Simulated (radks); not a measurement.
The platinum anion Pt- inside a hard spherical wall (all orbitals vanish at R), configuration held at [Xe] 4f14 5d9 6s2 and not refilled when levels cross. Calculated with a radial shooting solver on a logarithmic mesh with Libxc functionals: scalar-relativistic Kohn-Sham, r2SCAN, spin-unpolarised, spherical densities, finite nucleus; meta-GGA in the generalised Kohn-Sham scheme; Fermi nuclear charge, rms radius 5.427 fm. Eigenvalues in eV, with the zero of energy where the potential of the charges vanishes at infinity; a dash marks a level that is unbound or too diffuse for the functional's potential to be trusted. A positive occupied level is held by the wall or, in an anion where self-interaction has pushed it up, behind a barrier. The pressure on the wall is -dE/dV.

| R (bohr) | E (hartree) | kinetic (hartree) | e(4f) | e(5p) | e(6s) | e(5d) | e(6p, empty) | e(7s, empty) | pressure (GPa) |
|---|---|---|---|---|---|---|---|---|---|
| 15 | -18411.8455 | 20525.331 | -64.154 | -50.740 | 0.276 | 0.494 | 3.502 | 3.615 | 0.000346 |
| 6 | -18411.7822 | 20525.678 | -62.122 | -48.720 | 2.132 | 2.361 | 8.227 | 18.768 | 4.23 |
| 5 | -18411.6595 | 20526.254 | -59.911 | -46.606 | 4.311 | 4.262 | 11.803 | 29.801 | 20.0 |
| 4 | -18411.2111 | 20528.156 | -54.527 | -41.683 | 10.176 | 8.765 | 20.551 | 54.596 | 123 |
| 3.5 | -18410.5770 | 20530.676 | -49.076 | -36.932 | 16.920 | 13.346 | 30.078 | 79.474 | 352 |
| 1.5 | -18344.9281 | 20752.320 | 94.227 | 100.25 | 372.88 | 181.26 | 440.32 | 881.72 | 199000 |
